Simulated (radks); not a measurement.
Question: Coherent X-ray form factor from a spherical all-electron density. Method: Dirac Kohn-Sham, BLYP, spin-unpolarised, spherical densities, point nucleus; computed with a radial shooting solver on a logarithmic mesh with Libxc functionals.

| sin(theta)/lambda (1/angstrom) | f0 (electrons) |
|---|---|
| 0.05 | 80.921 |
| 0.1 | 78.082 |
| 0.15 | 74.305 |
| 0.2 | 70.248 |
| 0.25 | 66.248 |
| 0.3 | 62.439 |
| 0.4 | 55.542 |
| 0.5 | 49.651 |
| 0.6 | 44.688 |
| 0.8 | 36.859 |
| 1 | 30.787 |
| 1.25 | 24.815 |
| 1.5 | 20.456 |
| 2 | 15.527 |

The species is in the configuration that NIST lists as its ground one. Which atom or ion scatters so?

Answer: The bismuth ion Bi+, [Hg] 6p2. Extrapolating in s^2 from the first two rows gives f0(0) = 81.9, near the electron count 82; among species with that count, the fall with angle is slower the higher Z, and the table is that of Z = 83; from so few rows the species is fixed only to a neighbour or two.
